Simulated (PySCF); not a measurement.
Ligands exchanged one at a time, In F-NH2. All species are isolated molecules in the gas phase. One relaxed conformer stands for each flexible species; it need not be the lowest. Strings in code marks are SMILES.

Method: PBE-D3(BJ)/def2-TZVP // r2SCAN-D4/def2-TZVP (PySCF). Excitations are Tamm–Dancoff values on a coarser integration grid. The basis has no diffuse functions, so Rydberg states are missing or too high.

| species | S1 excitation (TDA) (eV) | HOMO–LUMO gap (eV) | S1 oscillator strength |
|---|---|---|---|
| 0 of 3 F replaced by NH2 (`[F][In]([F])[F]`) | 5.05 | 4.78 | 0.000 |
| 1 of 3 F replaced by NH2 | 4.30 | 3.82 | 0.045 |
| 3 of 3 F replaced by NH2 (`[NH2][In]([NH2])[NH2]`) | 4.15 | 3.86 | 0.003 |
